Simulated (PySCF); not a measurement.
C2H7ClSi.

```xyz
11

Si     0.3823     0.4189     0.0000
C      1.1741    -0.2664     1.5533
C      1.1741    -0.2664    -1.5533
Cl    -1.6420    -0.1247     0.0000
H      0.4283     1.9078     0.0000
H      2.2384     0.0190     1.6004
H      0.6736     0.1188     2.4552
H      1.1101    -1.3660     1.5684
H      0.6736     0.1188    -2.4552
H      2.2384     0.0190    -1.6004
H      1.1101    -1.3660    -1.5684
```

The structure is a stationary point at B3LYP-D3(BJ)/def2-SVP.

Level of theory: PBE/pcSseg-1 (PySCF). Non-relativistic, no solvent.

Computed absolute GIAO shielding of each atom: isotropic value and principal components (ppm):
```csv
atom,σ(iso),σ11,σ22,σ33,span
Si1,310.7,254.6,327.7,349.9,95.4
C2,176.7,166.2,177.5,186.6,20.4
C3,176.7,166.2,177.5,186.6,20.4
Cl4,928.0,880.4,912.0,991.7,111.3
H5,25.8,22.6,24.0,30.9,8.3
H6,31.0,26.7,28.2,38.0,11.3
H7,30.5,26.3,28.4,36.9,10.6
H8,30.7,27.2,28.8,36.1,8.8
H9,30.5,26.3,28.4,36.9,10.6
H10,31.0,26.7,28.2,38.0,11.3
H11,30.7,27.2,28.8,36.1,8.8
```
